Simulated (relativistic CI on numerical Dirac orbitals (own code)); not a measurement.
## Co2+ in a cubic cluster: L2,3 absorption with charge transfer

Computed with a charge-transfer multiplet model of a cubic metal-ligand cluster with up to 3 ligand holes, Slater and spin-orbit integrals from Dirac-Coulomb-Breit ions, Slater integrals scaled by 0.8. The ground state mixes d7 with configurations of k ligand holes L, whose averages lie at kΔ + k(k − 1)U_dd/2; a core hole lowers each added d electron by U_cd. 20 K, Lorentzian 0.4 eV and Gaussian 0.3 eV FWHM.

Atomic integrals in eV (Slater integrals scaled, ζ unscaled), ground: F2dd 9.233, F4dd 5.731, zeta_d 0.063; with the core hole: F2dd 9.869, F4dd 6.132, zeta_d 0.084, zeta_core 9.670, F2cd 5.831, G1cd 4.368, G3cd 2.482.

Cluster parameters (eV): Δ = 5.1, U_dd = 6.2, U_cd = 7, 10Dq = 0.4, 10Dq(ligand) = 0.5, final-state hopping factor = 1.

```
                             Case   n_d    d7   d8L  d9L2  d10L3     S
V(eg) = 1.3 eV, V(t2g) = -0.56 eV  7.07  0.93  0.07  0.00   0.00  1.50
V(eg) = 1.6 eV, V(t2g) = -0.69 eV  7.10  0.90  0.10  0.00   0.00  1.50
V(eg) = 2.2 eV, V(t2g) = -0.95 eV  7.17  0.84  0.16  0.00   0.00  1.50
V(eg) = 2.5 eV, V(t2g) = -1.08 eV  7.20  0.81  0.19  0.01   0.00  1.50
V(eg) = 2.8 eV, V(t2g) = -1.21 eV  7.23  0.78  0.21  0.01   0.00  1.50
```

Weights, n_d and S are thermal averages at 20 K. Photon energies count from the first peak over 30 % of the highest in each spectrum, which can be another peak from case to case. The parameters are a model scan and need not match a compound or its usual spin state. Peaks in eV (height, largest 100):
- V(eg) = 1.3 eV, V(t2g) = -0.56 eV: 0.0 (95), 0.7 (100), 1.7 (93), 3.4 (16), 16.1 (43)
- V(eg) = 1.6 eV, V(t2g) = -0.69 eV: 0.0 (48), 0.9 (96), 1.6 (100), 2.6 (99), 4.3 (14), 17.0 (41), 18.4 (5)
- V(eg) = 2.2 eV, V(t2g) = -0.95 eV: 0.0 (54), 1.0 (92), 1.7 (93), 2.7 (100), 17.1 (32), 18.5 (7)
- V(eg) = 2.5 eV, V(t2g) = -1.08 eV: 0.0 (58), 1.1 (90), 1.7 (90), 2.8 (100), 16.5 (21), 17.1 (28)
- V(eg) = 2.8 eV, V(t2g) = -1.21 eV: 0.0 (61), 1.1 (88), 1.7 (88), 2.8 (100), 16.5 (21), 17.1 (24), 17.7 (27)

For the case V(eg) = 2.2 eV, V(t2g) = -0.95 eV, Δ = 5.1 eV is smaller than U_dd = 6.2 eV, the charge-transfer side of the Zaanen-Sawatzky-Allen scheme. With the core hole the configuration with one ligand hole lies at Δ + U_dd − U_cd = 4.3 eV above the one without, against Δ in the ground state. The added d electron screens the hole, so the order of the configurations is kept and charge-transfer satellites are weaker than in photoemission.
